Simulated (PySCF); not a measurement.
Electrostatic solvation of a mixed set.

Computed with PySCF at wB97X-D/pcSseg-2, non-relativistic, each on one gas-phase PBE0-D3(BJ)/def2-TZVP geometry that isn't relaxed in the solvent. The solvent is an IEF-PCM continuum (Bondi radii, 1.10 Å for H, scaled by 1.2). The model holds no explicit solvent molecules, cavitation or dispersion.

Task: Order them by E(solvent) − E(gas) in chloroform (ε = 4.711), most negative first (kcal/mol).
A. `[CH3:1][NH:2][c:3]1[cH:4][cH:5][cH:6][n:7][cH:8]1` with C1–N2–C3–C4 14°
B. `[AlH]` [singlet]
C. `[PH4+]`

Result: C (-58.4), A (-5.3), B (-3.6).

```tsv
SMILES	charge	ΔE (kcal/mol)	polarisation term (kcal/mol)	HOMO shift (eV)	dipole gas (D)	dipole solvent (D)	atoms
[PH4+]	1	-58.4	-58.5	+4.97	–	–	5
CNc1cccnc1	0	-5.3	-6.1	+0.05	3.55	4.49	16
[AlH]	0	-3.6	-3.9	+0.10	0.11	0.18	2
```

The ion comes first with 58.4 kcal/mol, the neutral species gain 5.3 at most. The polarisation term is half the interaction of the solute with the induced surface charges. No dipole is given for ions, as it depends on the origin.

wB97X-D is run here without its empirical dispersion term; that term would change no orbital, density or response property at a fixed geometry.
